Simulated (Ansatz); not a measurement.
A barrier at the coupled-cluster level

Start structure (SiNH6Cl2F, singlet), relaxed at PBE0-D4/def2-TZVP:

```json
{"atom": "Si1", "x (Å)": "-0.3556", "y (Å)": "1.1700", "z (Å)": "-1.7309"}
{"atom": "Cl2", "x (Å)": "-0.7770", "y (Å)": "-0.8323", "z (Å)": "-1.8541"}
{"atom": "H3", "x (Å)": "-0.1554", "y (Å)": "1.6399", "z (Å)": "-3.1174"}
{"atom": "H4", "x (Å)": "-1.4329", "y (Å)": "1.8830", "z (Å)": "-1.0340"}
{"atom": "Cl5", "x (Å)": "1.4318", "y (Å)": "1.4405", "z (Å)": "-0.7646"}
{"atom": "H6", "x (Å)": "-0.5533", "y (Å)": "-0.1220", "z (Å)": "1.3721"}
{"atom": "F7", "x (Å)": "-1.2041", "y (Å)": "0.5829", "z (Å)": "1.2092"}
{"atom": "H8", "x (Å)": "0.4059", "y (Å)": "-1.9269", "z (Å)": "0.7460"}
{"atom": "N9", "x (Å)": "0.5651", "y (Å)": "-1.2546", "z (Å)": "1.4871"}
{"atom": "H10", "x (Å)": "1.4679", "y (Å)": "-0.8261", "z (Å)": "1.3203"}
{"atom": "H11", "x (Å)": "0.6075", "y (Å)": "-1.7543", "z (Å)": "2.3664"}
```

The step: SiH₂Cl₂ ([Cl][SiH2][Cl]) + NH₃ + HF → SiH₂Cl₂F ([F][SiH2]([Cl])[Cl]) + NH₄; bonds formed: Si1–F7, H6–N9; bonds broken: H6–F7. Computed with Ansatz 0.2.0 (basis: def2-TZVPP and def2-QZVPP); correlated methods freeze the cores. Extrapolation: Hartree–Fock as exp(−7.88 √X), correlation as X^−2.97. Energies below are by CCSD(T) at an estimated basis limit (MP2 extrapolated from triple and quadruple zeta, plus CCSD(T) − MP2 in triple zeta).

Problem. What are the electronic barrier and the energy of the step, from the start structure to the end structure? (An estimate is asked for; the value comes from the calculation.)

Solution. The calculation gives: Barrier 31.5 kJ/mol; step energy 21.6 kJ/mol (uphill); reverse barrier, their difference, 9.9 kJ/mol. Barrier and step energy count from the start structure, the reverse barrier from the end structure.

The saddle point: One imaginary mode of 219i cm⁻¹.
```
  pair  start (Å)  saddle (Å)  end (Å)
Si1–F7       3.12        2.03     1.77
 H6–N9       1.60        1.25     1.08
 H6–F7       0.97        1.16     1.46
```

Zero-point energy (harmonic, PBE0-D4): ZPE is 183.9 kJ/mol at the start and 183.9 kJ/mol at the saddle, so the barrier goes from 31.5 to 31.5 kJ/mol.

The T1 diagnostic stays at or below 0.010. The start structure is not quite a true minimum (one mode of 34i cm⁻¹).

Labels in which every atom is bracketed show which atoms are joined, not bond orders.

For scale, one of the runs: CCSD(T)/def2-TZVPP, 272 basis functions, launched by `ansatz run in.yaml --threads 8 --pin off --events-out ev --progress --plain --max-ram 19148MiB`. The run took 2.2 min on 8 CPU threads of an Arm Neoverse V2 (shared host), with 7 GiB of host memory at its peak.
